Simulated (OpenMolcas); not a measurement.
# O3+, S3+, Se3+, Te3+: ns2 np down the group

| Item | Value |
| --- | --- |
| Program | OpenMolcas 26.06 |
| Method | MS-RASPT2, IPEA 0.25 Eh, imaginary shift 0.1 Eh |
| Basis | ANO-RCC-VQZP |
| Scalar Hamiltonian | DKH2, point nucleus |
| Spin-orbit coupling | RASSI with atomic mean-field integrals over the reference wave functions, term energies averaged over their components |

Active space for each ion: 3 electrons in 9 orbitals (RAS2 s p; RAS3 d, at most 2 electrons); closed shells correlated by CASPT2: O3+ 1s; S3+ 2s 2p; Se3+ 3d; Te3+ 4d.

Computed levels in cm-1 above 2P* 1/2:

```json
{"Level": "2P* 3/2", "O3+": "352", "S3+": "829", "Se3+": "3830", "Te3+": "7880"}
{"Level": "weight of 2P* in the lowest level (%)", "O3+": "100", "S3+": "100", "Se3+": "100", "Te3+": "100"}
```

Measured, with the error of the calculation in %. Measured levels: O3+ from Moore, Selected Tables of Atomic Spectra, NSRDS-NBS 3, section 10; S3+ from NIST levels in Podobedova, Kelleher and Wiese, J. Phys. Chem. Ref. Data 38, 171 (2009); Se3+ from Moore, Atomic Energy Levels, vol. II, NSRDS-NBS 35 (1971 reprint of NBS Circular 467, 1952); Te3+ from Moore, Atomic Energy Levels, vol. III, NSRDS-NBS 35 (1971 reprint of NBS Circular 467, 1958).

| Level | O3+ | S3+ | Se3+ | Te3+ |
| --- | --- | --- | --- | --- |
| 2P* 3/2 | 386 (-8.8) | 951 (-12.8) | 4376 (-12.4) | 9223 (-14.6) |

The fine-structure level 2P* 3/2 changes by a factor of 22.4 from O3+ to Te3+.

Active for correlation alone: 3d; no level in the range computed is led by a configuration that fills it, so any true level of that kind is missing (holds for O3+; S3+). Active for correlation alone: 4d; no level in the range computed is led by a configuration that fills it, so any true level of that kind is missing (holds for Se3+). Active for correlation alone: 5d; no level in the range computed is led by a configuration that fills it, so any true level of that kind is missing (holds for Te3+). Computed and measured levels are paired by configuration, term and J; levels that our copy of the source lacks, or whose pairing is in doubt (as where it misses far off the trend of its configuration), stay unpaired and out of the deviations. Levels of configurations outside the active space are missing.

* marks odd parity.
